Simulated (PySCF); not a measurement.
From computed data to an observable: chemical shift, span and skew from a shielding tensor

CH₄O₄Si, SMILES O[SiH](O)C(O)=O. Atoms are numbered in the order given.

```xyz
10

O      1.2627    -1.3746    -0.3480
C      0.8868    -0.4933     0.3908
O      1.6131    -0.0528     1.4170
Si    -0.8166     0.3275     0.0710
O     -1.5132    -0.7181    -0.9986
O     -0.4406     1.8137    -0.5507
H      2.4450    -0.5592     1.4190
H     -1.6982     0.4482     1.2576
H     -0.8477    -1.2762    -1.4261
H     -1.1636     2.4162    -0.7479
```

Geometry: PBE0-D3(BJ)/def2-SVP. The values are those of a single conformer.

GIAO shieldings from HF/pcSseg-1 in PySCF, non-relativistic, no solvent. The symmetric part of the tensor of Si4 has the principal values 404.6, 449.2, 470.4 ppm. The same nucleus in TMS has σ = 393.8 ppm at this level (PySCF, at its B3LYP-D3(BJ)/def2-TZVP geometry).

Question: Work out the isotropic shielding, the ²⁹Si shift against TMS, the span and the skew.

Answer: 
σ(iso) = (σ11 + σ22 + σ33)/3 = 441.4 ppm. δ = σ(ref) − σ(iso) = 393.8 − (441.4) = -47.6 ppm.
Span Ω = σ33 − σ11 = 65.8 ppm. Skew κ = 3(σ(iso) − σ22)/Ω = -0.36. Tumbling in solution averages the tensor to δ; in a static solid the shielding alone would spread this spin-1/2 line over Ω.
